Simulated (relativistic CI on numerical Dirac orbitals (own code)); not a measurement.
Pb VII: what numerical and physical settings do to a radial Dirac CI calculation

Reference input:

```
atom Pb  Z=82  charge=6  electrons=76
nucleus A=208  rms_radius_fm=5.5012
hamiltonian dirac-coulomb  breit=on  qed=on  c_scale=1
orbitals kli  potential=per-configuration
slater_scale 1
correlation none
mixing on
grid step=0.0125 r_max=37.1
scf mixing=0.4 start=green max_iterations=150 tolerance=2e-08 node_fill=0.05
configurations
  [Xe] 4f14 5d8
  [Xe] 4f14 5d7 6s
end
```

Computed lowest total energy -20863.06254 Ha, first excitation 10977.7 cm⁻¹, 25 SCF steps. Runs with settings changed; * marks those that are bad on purpose (the QED terms keep the true α when c is scaled):

| Changed | Outcome | Lowest level | ΔE (Ha) | First excitation (cm⁻¹) | SCF steps | Message |
| --- | --- | --- | --- | --- | --- | --- |
| node fill of the KLI weights 0, QED terms off | converged | 5d8 3F_4 | -17 | 10994.2 | 25 |  |
| grid step 0.03, start potential previous, end of the grid at 18.55 bohr | converged | 5d8 3F_4 | 0.000546 | 10977.7 | 21 |  |
| SCF tolerance 1e-06 | converged | 5d8 3F_4 | -1.69e-08 | 10977.7 | 22 |  |
| speed of light × 0.8, nuclear radius 6.0513 fm, start potential bare | converged | 5d8 3F_4 | -1080 | 9731.5 | 33 |  |
| grid step 0.6 * | refused |  |  |  | 0 | the grid has 30 points, outside 40 to 4096 |
| Slater scale 2 * | converged | 5d8 3F_4 | -0.0493 | 19688.1 | 25 |  |
